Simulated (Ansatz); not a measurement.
`CC[CH](O)[AlH2]` + `[CH3][SnH2][CH3]` → `[CH3][SnH]([CH3])[AlH2]` + `CCCO`  (formal exchange of groups at the Al–C bond)

Calculated with Ansatz (gas phase, PBE0-D4/def2-TZVP geometries, no zero-point term in ΔE). CCSD(T)/CBS adds triple-zeta CCSD(T) − MP2 to the extrapolated MP2 energy (def2 sets, frozen cores). DFT in def2-TZVPP. B3LYP here is the variant with VWN-RPA as its local correlation; programs differ in this. Elements past krypton have def2 core potentials. For Sn outer-core shells are correlated without core-valence functions, which leaves a few kJ/mol of doubt a bond. One conformer a species, not always the lowest.

```csv
level,ΔE (kcal/mol)
B3LYP-D4,-15.7
PBE,-17.3
B3LYP,-16.6
CCSD/def2-TZVPP,-16.3
```

Task: What does CCSD(T)/CBS give? (Best estimate.)

Result: Computed: -16.7 kcal/mol. The listed levels differ from it by 1.0, -0.6, 0.1, 0.4 kcal/mol.

Largest T1 diagnostic among the species: 0.011.

In def2-TZVPP, CCSD(T) changes the Hartree–Fock value by +1.8 kcal/mol (the triples alone add +0.3 kcal/mol) and MP2 by +1.8 kcal/mol. The D4 term adds +0.9 kcal/mol with B3LYP and +0.4 kcal/mol with PBE0; it sums over pairs of atoms, weighted by their polarisabilities, and B3LYP, whose exchange is more repulsive, gets the larger term.
